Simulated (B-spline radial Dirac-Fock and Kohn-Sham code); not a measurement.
Auger parameter of lead: the L3 level and its strongest L3-MM line

Model: ΔSCF Dirac-Fock with Breit, self-energy and vacuum polarisation, finite nucleus, configuration average. Program: a B-spline atomic structure program. The modified Auger parameter α′ is the binding energy plus the kinetic energy of the Auger electron; it does not depend on the energy zero. For free ions it tends to fall with charge, since less charge screens the final holes.

| species | configuration | binding 2p3/2 (eV) | Auger line | kinetic (eV) | α′ (eV) |
| --- | --- | --- | --- | --- | --- |
| Pb | [Xe] 4f14 5d10 6s2 6p2 | 13041.8 | M3M3 J=2 | 6820.6 | 19862.4 |
| Pb⁺ | [Xe] 4f14 5d10 6s2 6p1 | 13050.4 | M3M3 J=2 | 6810.6 | 19861.0 |
| Pb⁺ (Watson 1.6 Å) | [Xe] 4f14 5d10 6s2 6p1 | 13042.2 | M3M3 J=2 | 6819.2 | 19861.4 |
| Pb²⁺ | [Xe] 4f14 5d10 6s2 | 13060.2 | M3M3 J=2 | 6799.6 | 19859.8 |
| Pb²⁺ | [Xe] 4f14 5d10 6s1 6p1 | 13061.9 | M3M3 J=2 | 6798.0 | 19859.9 |
| Pb²⁺ (Watson 1.6 Å) | [Xe] 4f14 5d10 6s2 | 13042.7 | M3M3 J=2 | 6817.4 | 19860.1 |
| Pb²⁺ (Watson 2.4 Å) | [Xe] 4f14 5d10 6s2 | 13048.2 | M3M3 J=2 | 6811.6 | 19859.8 |
| Pb³⁺ | [Xe] 4f14 5d10 6s1 | 13072.6 | M3M3 J=2 | 6786.3 | 19858.8 |
| Pb³⁺ (Watson 1.8 Å) | [Xe] 4f14 5d10 6s1 | 13048.7 | M3M3 J=2 | 6810.2 | 19858.9 |
| Pb⁴⁺ | [Xe] 4f14 5d10 | 13085.7 | M3M3 J=2 | 6772.2 | 19858.0 |
| Pb⁴⁺ | [Xe] 4f14 5d9 6s1 | 13091.6 | M3M3 J=2 | 6766.2 | 19857.8 |
| Pb⁵⁺ | [Xe] 4f14 5d9 | 13105.6 | M3M3 J=2 | 6751.4 | 19857.0 |
| Pb⁶⁺ | [Xe] 4f14 5d8 | 13126.6 | M3M3 J=2 | 6729.6 | 19856.2 |
| Pb⁷⁺ | [Xe] 4f14 5d7 | 13148.6 | M3M3 J=2 | 6707.0 | 19855.6 |

Values without a named source are computed, but for edge energies of neutral atoms, which are taken from tables.
